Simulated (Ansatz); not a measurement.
Relaxation of C$_{2}$H$_{4}$FNSi (9 atoms, charge 0, multiplicity 1), to a largest force component of 0.02 eV/Å in at most 40 steps.

The calculation used UKS r2SCAN/6-31G in Ansatz.

```xyz
9
Properties=species:S:1:pos:R:3:forces:R:3
C -1.227 -0.475 -0.236 -3.08 3.22 -1.89
Si 0.100 0.518 0.511 -1.05 -0.18 2.60
N 1.598 -0.626 0.064 1.28 0.11 -0.13
C 1.696 0.605 -0.254 -1.88 -3.25 1.65
F 2.526 1.290 -0.904 3.69 3.08 -2.81
H -1.256 -0.345 -1.341 0.21 -0.31 0.50
H -2.220 -0.050 0.091 0.61 -0.58 -0.17
H -1.188 -1.474 0.011 0.35 -2.47 0.70
H 0.059 0.512 2.040 -0.11 0.37 -0.44
```

**Question.** Where does it end, and by what steps?

**Answer.** The run converged. Limits of this set-up: no polarisation functions. After 12 steps the energy has fallen by 0.899 eV; H8 moved furthest, 0.52 Å.

| step | energy less start (eV) | largest force component (eV/Å) | accepted |
| --- | --- | --- | --- |
| 0 | 0.0000 | 3.694 | yes |
| 1 | -0.7504 | 1.373 | yes |
| 2 | -0.8731 | 0.616 | yes |
| 3 | -0.8602 | 0.754 | no |
| 4 | -0.8918 | 0.168 | yes |
| 5 | -0.8950 | 0.263 | yes |
| 6 | -0.8967 | 0.056 | yes |
| 7 | -0.8974 | 0.098 | yes |
| 8 | -0.8979 | 0.054 | yes |
| 9 | -0.8981 | 0.037 | yes |
| 10 | -0.8985 | 0.037 | yes |
| 11 | -0.8986 | 0.038 | yes |
| 12 | -0.8987 | 0.016 | yes |

```xyz
9
Properties=species:S:1:pos:R:3
C -1.356 -0.481 -0.254
Si 0.190 0.167 0.625
N 1.943 -0.552 0.036
C 1.712 0.670 -0.271
F 2.494 1.571 -0.956
H -1.142 -0.635 -1.316
H -2.182 0.235 -0.162
H -1.674 -1.434 0.185
H 0.102 0.413 2.096
```

Run time: 3.2 min on 1 CPU thread of a shared host.
